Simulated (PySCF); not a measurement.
Compound: C₅H₈F₂O.
Cartesian coordinates in Å at the PBE0-D3(BJ)/def2-SVP level; atoms count from 1:
```xyz
16
C5H8F2O angstrom
C     -2.550   -0.368   -0.301
C     -1.259    0.393   -0.226
F     -0.896    0.827   -1.463
F     -1.419    1.526    0.510
O     -0.284   -0.382    0.314
C      0.957    0.233    0.534
C      2.126   -0.685    0.550
C      1.947    0.288   -0.584
H     -3.322    0.273   -0.744
H     -2.412   -1.262   -0.921
H     -2.854   -0.671    0.709
H      0.913    1.060    1.248
H      1.911   -1.737    0.344
H      2.911   -0.510    1.289
H      2.602    1.161   -0.648
H      1.621   -0.113   -1.546
```

Method: PySCF 2.14.0, PBE0-D3(BJ)/def2-SVP geometry optimisation, gas phase.

Take the most abundant isotopes and a rigid rotor. The values belong to one conformer with, in the numbering `[CH3:1][C:2]([F:3])([F:4])[O:5][CH:6]1[CH2:7][CH2:8]1`, C1–C2–O5–C6 -176°, C2–O5–C6–C7 -155°.

What are A, B and C (MHz)?

Ia = 122.94, Ib = 369.22, Ic = 380.60 u·Å²; 505379 MHz·u·Å²/I gives A = 4111, B = 1369, C = 1328 MHz.

Classify the top.

A near-prolate asymmetric top. Ray's parameter κ = (2B − A − C)/(A − C) = -0.971; −1 is the prolate and +1 the oblate limit.

Is it planar, by Δ = Ic − Ia − Ib?

Not planar: Δ = Ic − Ia − Ib = -111.56 u·Å². For a rigid frame Δ = −2 Σ m c², so Σ m c² = 55.78 u·Å² lies off the ab plane: 9.37 from hydrogen and 46.41 from heavier atoms. The atom farthest from that plane is 1.85 Å away.

Where do the levels up to J = 2 lie, in MHz?

Above 0(0,0):
J = 1: 1(0,1) 2697, 1(1,1) 5439, 1(1,0) 5479
J = 2: 2(0,2) 8089, 2(1,2) 10791, 2(1,1) 10914, 2(2,1) 19139, 2(2,0) 19140
The levels of one J sum to (2J + 1)J(J + 1)(A + B + C)/3.

Predict some low-J microwave lines.

The dipole components are |μa| = 0.35 D, |μb| = 0.68 D, |μc| = 0.45 D. The squared components, which scale the intensities, stand as 0.27 : 1.00 : 0.43 (a : b : c). Some lines, for components of 0.1 D or more:

| type | branch | J(Ka,Kc) | MHz | lower level (cm⁻¹) |
| --- | --- | --- | --- | --- |
| a | Q | 4(1,3) ← 4(1,4) | 409 | 0.985 |
| c | Q | 4(1,4) ← 4(0,4) | 2563 | 0.899 |
| a | R | 3(0,3) ← 2(0,2) | 8088 | 0.270 |
| c | Q | 2(2,1) ← 2(1,1) | 8226 | 0.364 |
| a | R | 4(1,3) ← 3(1,2) | 10867 | 0.636 |
| b | R | 4(1,4) ← 3(0,3) | 13345 | 0.540 |
| b | Q | 3(3,0) ← 3(2,1) | 13810 | 0.908 |
| c | Q | 4(4,1) ← 4(3,1) | 19336 | 1.729 |
| b | Q | 4(4,1) ← 4(3,2) | 19336 | 1.729 |
| b | R | 4(3,1) ← 3(2,2) | 24600 | 0.908 |

Estimate the classical rotational partition function at 50 K, 200 K and 500 K.

Point group C1, symmetry number σ = 1; q = (√π/σ)·√((kT/h)³/(ABC)), k/h = 20836.6 MHz/K: 21800 at 50 K, 174000 at 200 K, 690000 at 500 K.

Whether it is a minimum is left open (no frequencies). No vibrational averaging or centrifugal distortion is included, and the geometry carries the error of its method. A rigid rotor knows nothing of internal rotation, which can split or shift real lines.

The run took about 4 min of CPU time (one thread, shared machine). That covers the optimisation of the geometry.
